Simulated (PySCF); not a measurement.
iodine monochloride (ClI), SMILES ICl. The structure is a stationary point at PBE-D3(BJ)/def2-TZVP. The def2 effective core potentials stand for the cores of I; spin–orbit coupling is left out.

Calculation: PBE-D3(BJ)/def2-TZVP (PySCF).

Harmonic wavenumbers (cm⁻¹): 374. Rotational constants (GHz): 3.331 (linear); symmetry number 1.

Work out the zero-point energy and the ideal-gas rigid-rotor harmonic-oscillator thermochemistry at 298.15 K and 1 atm.

ZPE = ½ Σ hcν = ½ × 374 cm⁻¹ = 0.53 kcal/mol. H − E(el) = 2.82 kcal/mol. Entropy in cal/(mol K): translation 41.16, rotation 16.95, vibration 1.06, total 59.18. G − E(el) = -14.82 kcal/mol. Cp = 8.48 cal/(mol K).
